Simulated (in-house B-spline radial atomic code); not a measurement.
Configurations of Pt⁴⁺, with energies counted from [Xe] 4f14 5d6. All numbers are computed (Dirac-Hartree-Fock, average of configuration; Fermi nucleus of rms radius 5.427 fm) with a radial B-spline atomic code at the basis-set limit, not measured. Energies include first-order Breit, QED and recoil terms.

Occupations are held fixed; configurations that lie above the ionisation limit could autoionise.

```
                 configuration  E - E(ref) (eV)  highest orbital  its <r> (bohr)
             [Xe] 4f14 5d5 6s1           10.709            6s1/2           2.232
             [Xe] 4f14 5d5 5g1           44.986            5g7/2           5.448
    [Kr] 4d10 4f14 5s2 5p5 5d7           58.687            5d5/2           1.429
[Kr] 4d10 4f14 5s2 5p5 5d6 5f1           94.864            5f5/2           3.033
             [Xe] 4f13 5d6 7s1            109.3            7s1/2           4.211
             [Xe] 4f13 5d6 9g1           129.82            9g7/2           22.14
```

(1) Order these further configurations by energy, lowest first.
A. [Xe] 4f14 5d5 9g1
B. [Xe] 4f13 5d6 6g1
C. [Kr] 4d10 4f14 5s2 5p5 5d6 6f1
D. [Kr] 4d10 4f14 5s2 5p5 5d6 8f1
E. [Xe] 4f13 5d7

(2) How far above the reference does [Xe] 4f14 5d5 7s1 lie?

(3) How far above the reference does [Kr] 4d10 4f14 5s2 5p5 5d6 7f1 lie?

## Answers

(1) A (54.421 eV), E (73.209 eV), C (103.31 eV), D (110.67 eV), B (124.54 eV).

(2) 34.142 eV; its least bound orbital is 7s1/2 with <r> = 4.249 bohr.

(3) 107.92 eV; its least bound orbital is 7f7/2 with <r> = 8.851 bohr.
